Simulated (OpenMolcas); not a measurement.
An OpenMolcas run meant for Fe3+ (ANO-RCC-VQZP, DKH4; inactive shells 1s 2s 2p 3s 3p; intended active space 5 electrons in 5 orbitals (3d)). One step of its input:

```
&RASSCF
FileOrb=start.orb
Symmetry=2
Spin=6
nActEl=5 0 0
Inactive=3 6
Ras2=5 0
CIRoot=1 1 1
SDav=1
CIMx=300
Iter=92 100
PrWF=0.3
OrbListing=Nothing
MaxOrb=0
Atom
>>> COPY $Project.JobIph JOB001
```

Lines from the output:

```
...
      Number of secondary orbitals              81
      Spin quantum number                      2.5
      State symmetry                             2
Orbital specifications:
      -----------------------

      Symmetry species                           1   2
                                                ag  au
      Frozen orbitals                            0   0
      Inactive orbitals                          3   6
      Active orbitals                            5   0
      RAS1 orbitals                              0   0
      RAS2 orbitals                              5   0
      RAS3 orbitals                              0   0
      Secondary orbitals                        37  44
      Deleted orbitals                           0   0
      Number of basis functions                 45  50
      Number of CSFs                             0
      Number of root(s) required                 1
 ************ ERROR ***********
  You can't ask for more roots
  than there are configurations
 ******************************
--- Stop Module: rasscf at  /rc=_RC_INPUT_ERROR_ ---
.####################.
.# User input error #.
.####################.
```

Q: What is wrong with the input?

A: The state symmetry names the wrong parity for these configurations.
